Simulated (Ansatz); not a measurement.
Reaction (formal exchange of groups at the Si–B bond): `B[SiH](F)[SiH2]N` + `COCO` → `N[SiH2][SiH](O)F` + `BCOC`

Computed with Ansatz on PBE0-D4/def2-TZVP structures; ΔE is electronic, products minus reactants. CBS: MP2 limit from def2 TZ/QZ plus the TZ coupled-cluster correction, frozen cores. This one scheme is used for every species. DFT in def2-TZVPP. B3LYP here is the variant with VWN-RPA as its local correlation; programs differ in this. One conformer a species, not always the lowest.

| level | ΔE (kJ/mol) | difference from CCSD(T)/CBS |
| --- | --- | --- |
| r2SCAN-D4 | -173.5 | 4.6 |
| ωB97X-V | -172.6 | 5.5 |
| PBE | -160.5 | 17.6 |
| PBE0 | -166.1 | 12.0 |
| B3LYP | -174.0 | 4.1 |
| HF/def2-TZVPP | -178.4 | -0.3 |
| CCSD/def2-TZVPP | -175.6 | 2.5 |
| CCSD(T)/def2-TZVPP | -174.7 | 3.4 |
| HF/def2-QZVPP | -179.6 | -1.5 |
| MP2/def2-QZVPP | -189.6 | -11.5 |
| CCSD(T)/CBS | -178.1 | 0 |

Largest T1 diagnostic among the species: 0.013.

From PBE to PBE0 (25 % exact exchange), in def2-TZVPP and without D4, ΔE moves by −5.6 kJ/mol.
